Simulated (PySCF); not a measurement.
C$_{5}$H$_{13}$AlO, charge +1, doublet, geometry from GFN2-xTB (such geometries of metal compounds can be far from the true shape) (a state made from the parent by changing its charge; the spin is typed, not shown lowest); PBE0/STO-3G in PySCF.

Input for PySCF:
```python
from pyscf import gto, scf, dft

mol = gto.Mole()
mol.atom = '''
    Al   -0.164059    0.414624    1.213743
    C    -0.774079   -0.687944    2.784972
    H    -1.750053   -1.123916    2.561449
    H    -0.834938   -0.021090    3.646730
    H    -0.050948   -1.486939    2.961921
    C     0.233232    2.392278    1.247188
    H     1.281236    2.547429    0.982745
    H     0.031460    2.746849    2.258859
    H    -0.406352    2.900198    0.522808
    O     0.028786   -0.356153   -0.217839
    C     0.199203   -0.958621   -1.462652
    C     1.558095   -0.593806   -2.053835
    C    -0.963695   -0.635253   -2.389258
    H     0.199771   -2.050859   -1.288620
    H     1.588544    0.475266   -2.255645
    H     1.719516   -1.137973   -2.978960
    H     2.357395   -0.837236   -1.357119
    H    -1.909567   -0.912947   -1.928798
    H    -0.983554    0.433878   -2.593969
    H    -0.856558   -1.173476   -3.325845
'''
mol.basis = 'sto-3g'
mol.charge = 1
mol.spin = 1
mol.verbose = 4
mol.build()

mf = dft.UKS(mol)
mf.xc = 'pbe0'
mf.conv_tol = 1e-4
mf.kernel()
mf.analyze()
```

The log (banner, timings and long lists left out):

```
PySCF version 2.14.0

[INPUT] verbose = 4
[INPUT] num. atoms = 20
[INPUT] num. electrons = 63
[INPUT] charge = 1
[INPUT] spin (= nelec alpha-beta = 2S) = 1
[INPUT] symmetry False subgroup None
[INPUT] Mole.unit = angstrom
[INPUT] Symbol           X                Y                Z      unit          X                Y                Z       unit  Magmom
[...]
nuclear repulsion = 365.314671433416
number of shells = 36
number of NR pGTOs = 156
number of NR cGTOs = 52
basis = sto-3g
ecp = {}

******** <class 'pyscf.dft.uks.UKS'> ********
method = UKS
initial guess = minao
damping factor = 0
level_shift factor = 0
DIIS = <class 'pyscf.scf.diis.CDIIS'>
diis_start_cycle = 1
diis_space = 8
diis_damp = 0
SCF conv_tol = 0.0001
SCF conv_tol_grad = None
SCF max_cycles = 50
direct_scf = True
direct_scf_tol = 1e-13
number electrons alpha = 32  beta = 31
XC library pyscf.dft.libxc version 7.1.2
    S. Lehtola, C. Steigemann, M. J. T. Oliveira, and M. A. L. Marques,  SoftwareX 7, 1–5 (2018)
XC functionals = pbe0
    C. Adamo and V. Barone,  J. Chem. Phys. 110, 6158 (1999)
    M. Ernzerhof and G. E. Scuseria,  J. Chem. Phys. 110, 5029 (1999)
radial grids:
    Treutler-Ahlrichs [JCP 102, 346 (1995); DOI:10.1063/1.469408] (M4) radial grids

becke partition: Becke, JCP 88, 2547 (1988); DOI:10.1063/1.454033
pruning grids: <function nwchem_prune>
grids dens level: 3
symmetrized grids: False
atomic radii adjust function: <function treutler_atomic_radii_adjust>
small_rho_cutoff = 0
Set gradient conv threshold to 0.01
tot grids = 231360
init E= -509.4705624103

cycle= 1 E= -508.961702792182  delta_E= 0.509  |g|= 0.436  |ddm|= 3.65
cycle= 2 E= -508.051726878357  delta_E= 0.91  |g|= 1.38  |ddm|= 2.02
cycle= 3 E= -509.111995319508  delta_E= -1.06  |g|= 0.214  |ddm|= 1.31
cycle= 4 E= -509.135079613536  delta_E= -0.0231  |g|= 0.0898  |ddm|= 0.199
cycle= 5 E= -509.139515337114  delta_E= -0.00444  |g|= 0.0402  |ddm|= 0.0739
cycle= 6 E= -509.140483397454  delta_E= -0.000968  |g|= 0.0148  |ddm|= 0.0457
cycle= 7 E= -509.140634253028  delta_E= -0.000151  |g|= 0.00127  |ddm|= 0.0202
cycle= 8 E= -509.140636104894  delta_E= -1.85e-06  |g|= 0.000303  |ddm|= 0.00359
Extra cycle  E= -509.14063621368  delta_E= -1.09e-07  |g|= 0.000264  |ddm|= 0.00104
converged SCF energy = -509.14063621368  <S^2> = 0.7560505  2S+1 = 2.0060414
**** SCF Summaries ****
Total Energy =                        -509.140636213679670
Nuclear Repulsion Energy =             365.314671433415640
One-electron Energy =                -1413.640554926322238
Two-electron Energy =                  539.185247279226928
Two-electron Coulomb Energy =          597.787463425854753
DFT Exchange-Correlation Energy =      -58.602216146627796
**** MO energy ****
                             alpha | beta                alpha | beta
[...]
To work with the spin densities directly, `use mulliken_meta_spin()` only printing them here.

 ** Mulliken spin pop alpha/beta on meta-lowdin orthogonal AOs **
 ** Mulliken Spin Density (per AO)  **
spin_pop of  0 Al 1s       -0.00000
spin_pop of  0 Al 2s        0.00000
spin_pop of  0 Al 3s       -0.04207
spin_pop of  0 Al 2px       0.00001
spin_pop of  0 Al 2py      -0.00000
spin_pop of  0 Al 2pz      -0.00000
spin_pop of  0 Al 3px      -0.00890
spin_pop of  0 Al 3py      -0.01032
spin_pop of  0 Al 3pz      -0.01407
spin_pop of  1 C 1s       -0.00000
spin_pop of  1 C 2s        0.01576
spin_pop of  1 C 2px       0.01766
spin_pop of  1 C 2py       0.04578
spin_pop of  1 C 2pz       0.09669
spin_pop of  2 H 1s       -0.00229
spin_pop of  3 H 1s       -0.00210
spin_pop of  4 H 1s       -0.00232
spin_pop of  5 C 1s       -0.00000
spin_pop of  5 C 2s        0.01712
spin_pop of  5 C 2px       0.01082
spin_pop of  5 C 2py       0.15808
spin_pop of  5 C 2pz       0.00493
spin_pop of  6 H 1s       -0.00261
spin_pop of  7 H 1s       -0.00193
spin_pop of  8 H 1s       -0.00272
spin_pop of  9 O 1s       -0.00000
spin_pop of  9 O 2s        0.01538
spin_pop of  9 O 2px       0.05331
spin_pop of  9 O 2py       0.46979
spin_pop of  9 O 2pz       0.10988
spin_pop of  10 C 1s        0.00000
spin_pop of  10 C 2s       -0.00584
spin_pop of  10 C 2px      -0.00328
spin_pop of  10 C 2py      -0.00259
spin_pop of  10 C 2pz      -0.01005
spin_pop of  11 C 1s        0.00000
spin_pop of  11 C 2s        0.00362
spin_pop of  11 C 2px       0.01847
spin_pop of  11 C 2py       0.00260
spin_pop of  11 C 2pz       0.00726
spin_pop of  12 C 1s        0.00000
spin_pop of  12 C 2s        0.00069
spin_pop of  12 C 2px       0.00215
spin_pop of  12 C 2py       0.00068
spin_pop of  12 C 2pz       0.00270
spin_pop of  13 H 1s        0.05694
spin_pop of  14 H 1s        0.00077
spin_pop of  15 H 1s        0.00026
spin_pop of  16 H 1s       -0.00113
spin_pop of  17 H 1s        0.00016
spin_pop of  18 H 1s        0.00144
spin_pop of  19 H 1s       -0.00072
 ** Mulliken Spin Density (per atom)  **
spin density of  0 Al =     -0.07536
spin density of  1 C =      0.17588
spin density of  2 H =     -0.00229
spin density of  3 H =     -0.00210
spin density of  4 H =     -0.00232
spin density of  5 C =      0.19095
spin density of  6 H =     -0.00261
spin density of  7 H =     -0.00193
spin density of  8 H =     -0.00272
spin density of  9 O =      0.64837
spin density of  10 C =     -0.02177
spin density of  11 C =      0.03194
spin density of  12 C =      0.00623
spin density of  13 H =      0.05694
spin density of  14 H =      0.00077
spin density of  15 H =      0.00026
spin density of  16 H =     -0.00113
spin density of  17 H =      0.00016
spin density of  18 H =      0.00144
spin density of  19 H =     -0.00072
 ** Mulliken pop alpha/beta on meta-lowdin orthogonal AOs **
 ** Mulliken pop       alpha | beta **
In total            32.00000 | 31.00000
 ** Mulliken atomic charges   ( Nelec_alpha | Nelec_beta ) **
charge of  0Al =      0.80288  (     6.06088      6.13624 )
charge of  1C =     -0.26089  (     3.21839      3.04250 )
charge of  2H =      0.07139  (     0.46316      0.46545 )
charge of  3H =      0.07528  (     0.46131      0.46341 )
charge of  4H =      0.07112  (     0.46328      0.46560 )
charge of  5C =     -0.25872  (     3.22484      3.03389 )
charge of  6H =      0.07143  (     0.46298      0.46559 )
charge of  7H =      0.07623  (     0.46092      0.46285 )
charge of  8H =      0.07132  (     0.46298      0.46570 )
charge of  9O =     -0.04620  (     4.34728      3.69892 )
charge of  10C =      0.08884  (     2.94470      2.96646 )
charge of  11C =     -0.15311  (     3.09253      3.06058 )
charge of  12C =     -0.16082  (     3.08353      3.07730 )
charge of  13H =      0.09924  (     0.47885      0.42191 )
charge of  14H =      0.07059  (     0.46509      0.46432 )
charge of  15H =      0.08876  (     0.45575      0.45549 )
charge of  16H =      0.07011  (     0.46438      0.46551 )
charge of  17H =      0.06861  (     0.46577      0.46561 )
charge of  18H =      0.06828  (     0.46658      0.46514 )
charge of  19H =      0.08565  (     0.45682      0.45754 )

WARN: System has nonzero charge 1; the dipole moment is origin-dependent.
Location of origin: [0. 0. 0.]

Dipole moment(X, Y, Z, Debye): -0.02783, -0.21282,  0.98241
```
